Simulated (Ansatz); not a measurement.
Total energies of CH$_{6}$BGaZn, SMILES `B[CH2][Zn][GaH2]`.

```xyz
10

B     0.725   -1.436    1.287
C    -0.690   -0.961    1.205
Zn   -0.274    0.346   -0.288
Ga   -0.010    1.994   -2.078
H     1.528   -0.864    1.977
H     1.118   -2.330    0.584
H    -1.097   -0.293    1.968
H    -1.458   -1.584    0.738
H    -0.398    3.514   -1.890
H     0.557    1.613   -3.502
```

Charge 0, multiplicity 1. For Zn the d shell is correlated and the shells below it are frozen. Correlated methods include outer-core shells of Ga, which these sets cover unevenly. Scalar relativity is left out up to krypton. The geometry is a stationary point of PBE0-D4/def2-TZVP. It is one conformer, not always the lowest. Basis def2-TZVPP, the Gaussian-basis code of Ansatz.

RPA on PBE orbitals: Hartree–Fock energy of these orbitals -3767.00589 Eh, correlation -1.51784 Eh (frozen core).

| functional | energy without D4 (Eh) | D4 term (kJ/mol) |
| --- | --- | --- |
| LDA (SPW92) | -3764.18675 | – |
| PBE | -3770.14035 | -17.6 |
| revPBE | -3770.53021 | -49.6 |
| BLYP | -3770.92152 | -38.0 |
| r2SCAN | -3770.73811 | -4.3 |
| B97M-V | -3770.09968 | – |
| PBE0 | -3770.21599 | -15.0 |
| B3LYP | -3770.92657 | -28.6 |
| r2SCANh | -3770.70996 | -4.6 |
| r2SCAN0 | -3770.67004 | -5.2 |
| HSE06 (plane-wave form) | -3770.20878 | -14.1 |
| BHLYP | -3770.70194 | -24.1 |
| CAM-B3LYP | -3770.99525 | -15.5 |
| LC-ωPBE | -3770.28030 | – |
| ωB97X-V | -3770.44511 | – |
| ωB97M-V | -3770.55828 | – |
| B2PLYP | -3770.09349 | – |
| PBE-QIDH | -3769.62014 | – |

B3LYP takes the VWN-RPA correlation (the form of Gaussian; ORCA's B3LYP/G). HSE06 is the plane-wave form, built on full-range PBE exchange. The double hybrids freeze the cores in their second-order part.

LC-ωPBE has ω = 0.4 bohr⁻¹.
